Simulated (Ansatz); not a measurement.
Consider the redistribution: `N[SiH](F)F` + `CO[SiH2]S[SiH3]` → `F[SiH](F)S[SiH3]` + `CO[SiH2]N`.

Calculated with Ansatz (gas phase, PBE0-D4/def2-TZVP geometries, no zero-point term in ΔE). CBS: MP2 limit from def2 TZ/QZ plus the TZ coupled-cluster correction, frozen cores. This one scheme is used for every species. Each species was taken in one conformer, which may not be the lowest.

```csv
level,ΔE (eV)
CCSD(T)/def2-TZVPP,0.19
MP2/CBS(def2),0.20
```

**Question.** What does CCSD(T)/CBS give? (Estimate.)

**Answer.** Computed: +0.19 eV. The listed levels differ from it by 0.00, 0.01 eV.

Largest T1 diagnostic among the species: 0.012.
